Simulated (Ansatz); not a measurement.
Start from `[SH][SnH2][Cl]` and change one element to get `[OH][SnH2][Cl]`.

Ansatz, PBE0-D4/def2-TZVP geometries, multiplicity 1. Each molecule was computed in one conformer, which needn't be the lowest.

Elements past krypton have def2 core potentials.

```
                               property  `[SH][SnH2][Cl]`
  LUMO energy (ωB97M-V/def2-TZVPP) / eV              0.72
     LUMO energy (PBE0/def2-TZVPP) / eV             -1.16
    HOMO energy (B3LYP/def2-TZVPP) / eV             -7.53
    LUMO energy (B3LYP/def2-TZVPP) / eV             -1.46
  HOMO–LUMO gap (B3LYP/def2-TZVPP) / eV              6.07
HOMO–LUMO gap (ωB97M-V/def2-TZVPP) / eV             10.70
```

(1) Give the same properties after the change, and the shifts. (Estimate.)

Answers

(1) The calculation gave: 
```csv
property,`[OH][SnH2][Cl]`,shift
LUMO energy (ωB97M-V/def2-TZVPP) / eV,0.92,0.20
LUMO energy (PBE0/def2-TZVPP) / eV,-0.86,0.30
HOMO energy (B3LYP/def2-TZVPP) / eV,-8.48,-0.95
LUMO energy (B3LYP/def2-TZVPP) / eV,-1.19,0.27
HOMO–LUMO gap (B3LYP/def2-TZVPP) / eV,7.29,1.22
HOMO–LUMO gap (ωB97M-V/def2-TZVPP) / eV,11.91,1.21
```

With PBE0 the HOMO falls by 0.94 eV and the LUMO rises by 0.30 eV, so the gap widens by about 1.24 eV. PBE moves the HOMO by -0.64 eV and ωB97M-V by -1.01 eV.

B3LYP here is the variant with VWN-RPA as its local correlation; programs differ in this.
